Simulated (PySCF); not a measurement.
**Simulated characterisation data**

- PBE0/pcSseg-1 with gauge-including orbitals
- geometry from GFN2-xTB
- run in PySCF
- in vacuum, no relativistic terms, one computed conformer, rapidly exchanging positions averaged

Scale: 1H (31.72 ppm), 13C (186.93 ppm) vs TMS (reference shieldings calculated alike). Splittings of carbon signals by F and P are missing where no couplings were computed. Where no couplings were computed, multiplicities follow the n + 1 count of equivalent neighbours, and m marks all less simple cases (inequivalent or close neighbours, rings, F or P nearby). Shifts are as computed. Against solution values, carbons near 30 ppm lie about +3 ppm off and those near 130 ppm about +5 ppm. Of 1211 compounds with measured shifts, 218 miss one by over three times the rms of a fit or turn the order of signals round; such compounds aren't used in these exercises. OH and NH positions are gas-phase values without hydrogen bonding to other molecules.

**1.** `CO[C@@H]1C[C@]1([SiH3])C#N`, C5H9NOSi. 1H NMR (600 MHz, computed): δ 3.96 (s, 3H), 3.74 (s, 3H), 3.11 (m, 1H), 1.49 (m, 1H), 0.94 (m, 1H). 13C{1H} NMR (computed): δ 125.3, 66.7, 60.3, 21.5, -2.9.

**2.** SMILES [SiH2]([SiH2]C(C(=O)C[SiH3])=O)P, C3H11O2PSi3. 1H NMR (600 MHz, computed): δ 4.44 (m, 2H), 4.02 (m, 2H), 3.96 (t, 3H), 2.52 (q, 2H), 1.25 (m, 2H). 13C{1H} NMR (computed): δ 248.9 (C), 206.6 (C), 21.2 (CH2).

**3.** `CCN(/N=C\C)[SiH3]`, C4H12N2Si. 1H NMR (600 MHz, computed): δ 6.45 (q, 1H), 5.02 (s, 3H), 3.59 (q, 2H), 2.08 (d, 3H), 1.07 (t, 3H). 13C{1H} NMR (computed): δ 131.3, 61.6, 18.3, 17.9.

**4.** `InChI=1S/C4H12N2Si/c1-3-4(2)5-6-7/h6H,3H2,1-2,7H3/b5-4-`. 1H NMR (600 MHz, computed): δ 4.80 (s, 3H), 4.57 (br s, 1H), 2.06 (q, 2H), 2.01 (s, 3H), 0.99 (t, 3H). 13C{1H} NMR (computed): δ 145.1 (C), 27.9 (CH3), 23.1 (CH2), 10.7 (CH3).
